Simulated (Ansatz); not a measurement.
C₇H₇O, doublet (typed; the unrestricted solution is spin-contaminated), at a GFN2-xTB geometry; Ansatz (a program for electronic structure) with MP2/cc-pVDZ.

The Ansatz input:
Ansatz 0.2 input:
```yaml
crystal:
  periodic: [false, false, false]
  atoms:
    - {symbol: C, position_ang: [-2.81833807, 0.03397709, 0.26148815]}
    - {symbol: C, position_ang: [-1.44794666, 0.01348822, 0.13373045]}
    - {symbol: C, position_ang: [-0.73747723, -1.19644166, -0.11732029]}
    - {symbol: C, position_ang: [0.62360438, -1.21406958, -0.24379064]}
    - {symbol: C, position_ang: [1.36015996, -0.02882335, -0.12811178]}
    - {symbol: O, position_ang: [2.71076913, -0.09396390, -0.26095173]}
    - {symbol: C, position_ang: [0.69322948, 1.17480608, 0.11800935]}
    - {symbol: C, position_ang: [-0.67015173, 1.20070481, 0.24596333]}
    - {symbol: H, position_ang: [-3.34723011, 0.95028899, 0.45078219]}
    - {symbol: H, position_ang: [-3.39927232, -0.86602155, 0.17561694]}
    - {symbol: H, position_ang: [-1.30033477, -2.11331226, -0.20743510]}
    - {symbol: H, position_ang: [1.15912017, -2.13115614, -0.43380630]}
    - {symbol: H, position_ang: [3.09387677, 0.78606077, -0.16017153]}
    - {symbol: H, position_ang: [1.26685654, 2.08935354, 0.20678696]}
    - {symbol: H, position_ang: [-1.17765005, 2.13464818, 0.43602923]}
basis:
  gaussian:
    orbitals: cc-pVDZ
magnetization: {spin_polarized: true, initial_magnetization: 1}
correlation: {method: mp2, electrons: outside_noble_gas}
accuracy: high
```

Problem. What does Ansatz print? Leave out banner, timings and long lists.

Solution. 
```
Functional definition: HF
3548 factors; integrals over basis functions are off by at most 3.6e-9 eV
mean field evaluation 1: about -9356.1778 eV, gradient 2.7e1 eV
mean field evaluation 2: about -9356.1829 eV, gradient 2.7e1 eV
mean field evaluation 4: about -9360.8039 eV, gradient 4.4e0 eV
mean field evaluation 8: about -9361.3058 eV, gradient 8.1e-1 eV
mean field evaluation 16: about -9361.3561 eV, gradient 2.0e-8 eV
mean field -9361.35614133 eV, -344.0234928388 hartree, gradient 1.9e-8 eV, S^2 1.292175; 0 other end points of the search recorded, 0 dependent functions left out
8 core orbitals not correlated
reference -9361.35614133 eV, -344.0234928388 hartree; 21, 20 occupied and 118, 119 virtual orbitals, 3548 factors
second order -28.04053844 eV of doubles, -0.00000000 eV of singles
Total energy: -9389.39667977 eV, -345.0539636199 hartree
```
